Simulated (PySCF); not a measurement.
# Radial density of Zr (zirconium, neutral)

UHF, [Kr] 4d2 5s1 6s1, high-spin 5F determinant (an excited configuration). Calculation: PySCF 2.14, in dyall-av2z (22s15p11d2f, 136 functions); the non-relativistic Hamiltonian (point nucleus).

```json
{"r (bohr)": "0.000599", "4πr²ρ (e/bohr)": "0.1913", "4πr²(ρα − ρβ)": "0.0000"}
{"r (bohr)": "0.00101", "4πr²ρ (e/bohr)": "0.5239", "4πr²(ρα − ρβ)": "0.0001"}
{"r (bohr)": "0.00169", "4πr²ρ (e/bohr)": "1.403", "4πr²(ρα − ρβ)": "0.0002"}
{"r (bohr)": "0.00285", "4πr²ρ (e/bohr)": "3.618", "4πr²(ρα − ρβ)": "0.0004"}
{"r (bohr)": "0.00480", "4πr²ρ (e/bohr)": "8.765", "4πr²(ρα − ρβ)": "0.0010"}
{"r (bohr)": "0.00807", "4πr²ρ (e/bohr)": "19.11", "4πr²(ρα − ρβ)": "0.0021"}
{"r (bohr)": "0.0136", "4πr²ρ (e/bohr)": "34.96", "4πr²(ρα − ρβ)": "0.0034"}
{"r (bohr)": "0.0228", "4πr²ρ (e/bohr)": "48.28", "4πr²(ρα − ρβ)": "0.0030"}
{"r (bohr)": "0.0384", "4πr²ρ (e/bohr)": "45.98", "4πr²(ρα − ρβ)": "-0.0023"}
{"r (bohr)": "0.0646", "4πr²ρ (e/bohr)": "43.44", "4πr²(ρα − ρβ)": "-0.0041"}
{"r (bohr)": "0.109", "4πr²ρ (e/bohr)": "60.26", "4πr²(ρα − ρβ)": "0.0305"}
{"r (bohr)": "0.183", "4πr²ρ (e/bohr)": "44.89", "4πr²(ρα − ρβ)": "0.1251"}
{"r (bohr)": "0.307", "4πr²ρ (e/bohr)": "42.30", "4πr²(ρα − ρβ)": "0.2068"}
{"r (bohr)": "0.517", "4πr²ρ (e/bohr)": "32.62", "4πr²(ρα − ρβ)": "0.0084"}
{"r (bohr)": "0.869", "4πr²ρ (e/bohr)": "9.421", "4πr²(ρα − ρβ)": "0.3220"}
{"r (bohr)": "1.46", "4πr²ρ (e/bohr)": "7.186", "4πr²(ρα − ρβ)": "1.0527"}
{"r (bohr)": "2.46", "4πr²ρ (e/bohr)": "1.584", "4πr²(ρα − ρβ)": "0.9622"}
{"r (bohr)": "4.14", "4πr²ρ (e/bohr)": "0.3484", "4πr²(ρα − ρβ)": "0.3448"}
{"r (bohr)": "6.96", "4πr²ρ (e/bohr)": "0.1013", "4πr²(ρα − ρβ)": "0.1013"}
{"r (bohr)": "11.7", "4πr²ρ (e/bohr)": "0.1026", "4πr²(ρα − ρβ)": "0.1026"}
{"r (bohr)": "19.7", "4πr²ρ (e/bohr)": "0.003997", "4πr²(ρα − ρβ)": "0.0040"}
```

A non-relativistic calculation at this Z misses sizeable relativistic shifts. The outer electron is Rydberg-like, and this basis confines it to a smaller radius and binds it less than a complete one would.

(1) Where is the radial spin density 4πr²(ρα − ρβ) most negative, and why is it negative at all?

Answers

(1) Around r = 0.0646 bohr, down to -0.0041 e/bohr: exchange with the open shell polarises the paired shells in an unrestricted calculation.
